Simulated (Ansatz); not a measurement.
The same group exchange along the group O, S, Se.

Program: Ansatz. Geometries: PBE0-D4/def2-TZVP. ΔE: electronic, gas phase. CBS: MP2 limit from def2 TZ/QZ plus the TZ coupled-cluster correction, frozen cores. This one scheme is used for every species. Functionals use def2-TZVPP. For Se outer-core shells are correlated without core-valence functions, which leaves a few kJ/mol of doubt a bond. Scalar relativity is left out up to krypton. Each species was taken in one conformer, which may not be the lowest.

```tsv
reaction	CCSD(T)/CBS(def2) (kcal/mol)
`COC#N` + `CC` → `CCOC` + `C#N`	-2.1
`CSC#N` + `CC` → `CCSC` + `C#N`	?
`C[Se]C#N` + `CC` → `CC[Se]C` + `C#N`	3.0
```

Task: Fill in the missing values. (Best estimate.)

Result: The calculation gave: `CSC#N` + `CC` → `CCSC` + `C#N`: +3.3 kcal/mol.

Largest T1 diagnostic: 0.014, for `C#N`.
